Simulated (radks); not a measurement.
Problem. Neutral terbium, configuration [Xe] 4f9 6s2. Method: scalar-relativistic Kohn-Sham, PBE, spin-unpolarised, spherical densities, finite nucleus; Fermi nuclear charge, rms radius 5.06 fm; hard spherical wall at 20 bohr; computed with a radial shooting solver on a logarithmic mesh with Libxc functionals. Some entries of the table are withheld. Estimate them.

orbital,occ.,eigenvalue (eV),<r^2> (bohr^2)
1s,2,(1),0.0006317
2s,2,-8595.683,0.009889
2p,6,-7638.688,0.007987
3s,2,-1906.485,0.06547
3p,6,-1611.277,0.06569
3d,10,-1226.492,0.05507
4s,2,-377.5695,0.3309
4p,6,-280.3730,(2)
4d,10,-146.9245,0.4517
5s,2,-47.4756,1.983
5p,6,-24.8328,2.823
6s,2,-3.7050,19.76
4f,9,-3.0333,1.166
5d,0,-1.3019,15.43
6p,0,(3),40.83
7s,0,(4),122.3

Solution. 
(1) 1s eigenvalue (eV): -51851.83
(2) 4p <r^2> (bohr^2): 0.3743
(3) 6p eigenvalue (eV): -1.1718
(4) 7s eigenvalue (eV): 0.0167
